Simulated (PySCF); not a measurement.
## Two-component Hartree-Fock for Hg(50+) (mercury, charge +50)

Start: [Ar] 3d10 4s2. Calculated with PySCF 2.14 in an uncontracted even-tempered set (16 s from 7.4 bohr⁻², ratio 2.8; 13 p from 9.6 bohr⁻², ratio 2.8; 8 d from 17 bohr⁻², ratio 2.8; 4 f from 39 bohr⁻², ratio 3): generalised Hartree-Fock with the X2C-1e Hamiltonian and a Gaussian nucleus; one run each with spin-orbit coupling (SO) switched off, then screened by Boettger's factors.

```csv
spinor shell,electrons,"ε, spin-free (eV)","ε, screened SO (eV)",weight of nominal j (screened SO),"rms radius, screened SO (bohr)"
1s1/2,2,-86312.9,-86281.7,1.000,0.0187
2s1/2,2,-17654.9,-17645.7,1.000,0.0754
2p1/2,2,-15612.6,-17024.9,1.000,0.0638
3s1/2,2,-6162.7,-6160.2,1.000,0.190
3p1/2,2,-5557.9,-5888.2,1.000,0.181
3p3/2,4,-5557.9,-5427.3,1.000,0.196
3d3/2,4,-4941.8,-5000.7,1.000,0.170
3d5/2,6,-4941.8,-4901.6,1.000,0.174
4s1/2,2,-2963.5,-2963.0,1.000,0.394
```

Where does 2p3/2 lie, and what is the 2p spin-orbit splitting (screened SO)?

At -15063.5 eV, 1961.4 eV above 2p1/2.

| quantity | spin-free | screened SO |
| --- | --- | --- |
| E (hartree) | -17753.50269 | -17784.27106 |
| M_J | 0 | 0 |
| ⟨J²⟩ | 0.000 | 0.000 |
| ⟨L²⟩ | 0.000 | 0.088 |
| ⟨S²⟩ | 0.000 | 0.088 |

Breit and QED terms are absent; they matter most for the inner s and p1/2 levels.

Densities and radii are taken from the X2C orbitals without a picture-change correction, which distorts them close to the nucleus.

Without spin-orbit coupling the j labels of p, d and f shells carry no meaning; the spin-free column gives the mean over the occupied spinors of each nl shell.
